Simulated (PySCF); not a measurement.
K(I) anion (IK), SMILES [K][I] (connectivity only; charge and spin as stated), charge -1, multiplicity 2.

Coordinates come from a B3LYP-D3(BJ)/def2-TZVPD optimisation. The spin state was assumed, not searched. The def2 effective core potentials stand for the cores of I; spin–orbit coupling is left out.

Level of theory: B3LYP-D3(BJ)/def2-TZVPD run with PySCF.

Frequencies are harmonic and unscaled.

```json
[
 {"mode": "1", "ν (cm⁻¹)": "123", "IR (km/mol)": "13.7", "moving atoms (share of kinetic energy)": "K 76 %, I 24 %"}
]
```
